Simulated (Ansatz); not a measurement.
Geometry optimisation, Ansatz 0.2.0, RKS PBE0/def2-SVP.

Input file:

```yaml
crystal:
  periodic: [false, false, false]
  atoms:
    - { symbol: B, position_ang: [-0.7545, 0.5751, -1.0892] }
    - { symbol: Si, position_ang: [0.5348, 0.485, 0.2582] }
    - { symbol: B, position_ang: [-0.0037, -1.2988, 0.7016] }
    - { symbol: S, position_ang: [-1.1551, -1.1793, -0.7083] }
    - { symbol: H, position_ang: [-1.4897, 1.5359, -1.3795] }
    - { symbol: H, position_ang: [0.2927, 1.4509, 1.3551] }
    - { symbol: H, position_ang: [1.9255, 0.5448, -0.2924] }
    - { symbol: H, position_ang: [0.7422, -2.1707, 1.0987] }
basis:
  gaussian: { orbitals: def2-SVP }
hamiltonian:
  xc: pbe0
relax:
  f_tol: 0.02
  max_steps: 40
scf:
  lower_state_search: "off"
```

Launched with:

```bash
$ ansatz run input.yaml --threads 1 --pin off --max-ram 2048MiB --backend cpu --events-out ev --progress --plain --runs-dir out
```

Question: Where does it end, and by what steps?

Answer: The run converged. After 11 steps the energy has fallen by 1.684 eV; H8 moved furthest, 0.82 Å. Parted: Si2–S4.

```tsv
step	energy less start (eV)	largest force component (eV/Å)	accepted
0	0.0000	2.825	yes
1	-1.2002	1.240	yes
2	-1.5314	0.740	yes
3	-1.6088	0.321	yes
4	-1.6354	0.281	yes
5	-1.6528	0.457	yes
6	-1.6777	0.135	yes
7	-1.6699	0.252	no
8	-1.6824	0.026	yes
9	-1.6832	0.036	yes
10	-1.6832	0.051	no
11	-1.6835	0.019	yes
```

```xyz
8
Properties=species:S:1:pos:R:3
B -0.851 0.479 -0.859
Si 0.706 0.675 0.389
B 0.078 -1.229 0.450
S -0.693 -1.300 -1.193
H -1.819 1.092 -1.231
H 0.770 1.605 1.558
H 1.970 0.750 -0.407
H -0.068 -2.129 1.238
```

The run took 31 s on 1 thread of Arm Neoverse V1, with other jobs on the host, peak memory 0.14 GiB.
